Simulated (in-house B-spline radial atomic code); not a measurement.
Ionising Mg V (Mg4+) with different functionals

Computed with a radial B-spline atomic code at the basis-set limit: scalar-relativistic (spin-free X2C) Hamiltonian, Fermi nucleus of rms radius 3.057 fm, spin-polarised at highest spin, spherical fractional occupations for the functionals, and exact exchange of hybrids averaged over the configuration. The ionisation energy is the difference of two self-consistent energies, [He] 2s2 2p4 → [He] 2s2 2p3, without Breit or QED terms; ε is the level of the shell that loses the electron (its least bound occupied spin orbital).

```csv
method,rung,ΔSCF (eV),-ε(2p) (eV)
PBE0,global hybrid,140.94,129.54
B3LYP,global hybrid,141.33,128.94
TPSSh,global hybrid,140.51,126.75
BHandHLYP,global hybrid,141.16,134.11
r2SCAN0,global hybrid,140.03,129.25
B97-1,global hybrid,?,?
HSE06,range-separated hybrid,?,?
wB97X,range-separated hybrid,140.67,131.57
CAM-B3LYP,range-separated hybrid,141.22,130.91
LC-wPBE,range-separated hybrid,141.10,131.10
```

(1) What does HSE06 give?

(2) What does B97-1 give?

(3) Among the functionals, which spreads more, the ΔSCF values or the orbital energies?

(4) How do they compare with the NIST value?

Answers

(1) ΔSCF 141.00 eV, and -ε(2p) = 129.20 eV.

(2) ΔSCF 141.01 eV, and -ε(2p) = 128.86 eV.

(3) The orbital energies: ΔSCF values span about 1.31 eV and the orbital energies 7.36 eV; here energy differences depend much less on the functional than eigenvalues do.

(4) NIST lists 141.33 eV ± 0.03 (semi-empirical, ground level to ground level). Errors run from -1.30 to +0.00 eV; B3LYP is closest (+0.00 eV), but part of that can be cancellation, since the calculations leave out spin-orbit coupling, Breit-QED terms, multiplet and fine-structure energies.
